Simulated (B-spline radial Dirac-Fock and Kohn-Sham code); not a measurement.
# Dipole and non-dipole photoemission parameters of Cr 2p3/2

System: atomic chromium, configuration [Ar] 3d5 4s1; threshold 574.1 eV (tabulated edge). Model: Dirac-Hartree-Slater photoionisation with a Latter tail; cross sections with all multipoles, angular parameters from the dipole term and its interference with E2. Program: an atomic code on a B-spline grid.

For linearly polarised light dσ/dΩ = σ/(4π) [1 + β P₂(cos θ) + (δ + γ cos²θ) sin θ cos φ], with θ from the polarisation vector and φ the angle between the beam and the projection of the electron momentum on the plane normal to the polarisation.

```tsv
hν (eV)	σ (kb)	β	γ	δ
600	1090	0.699	-0.078	0.010
861	445	1.403	0.028	0.016
908	389	1.427	0.061	0.018
937	360	1.438	0.080	0.018
1020	289	1.459	0.133	0.020
1180	196	1.471	0.226	0.023
1253.6	166	1.470	0.266	0.025
1490	?	?	?	?
1500	101	1.450	0.383	0.030
2000	43.9	1.380	0.566	0.041
2440	24.2	1.314	0.689	0.051
3770	6.25	1.130	0.934	0.084
4750	2.96	1.019	1.051	0.109
6000	1.36	0.904	1.157	0.141
6070	1.31	0.898	1.162	0.142
9251.7	0.309	0.690	1.329	0.217
11700	0.135	0.579	1.406	0.269
12000	0.123	0.567	1.414	0.275
```

Task: Give the values at 1490 eV.

Result: σ = 103 kb, β = 1.451, γ = 0.378, δ = 0.030.

Values without a named source are computed, but for edge energies of neutral atoms, which are taken from tables.
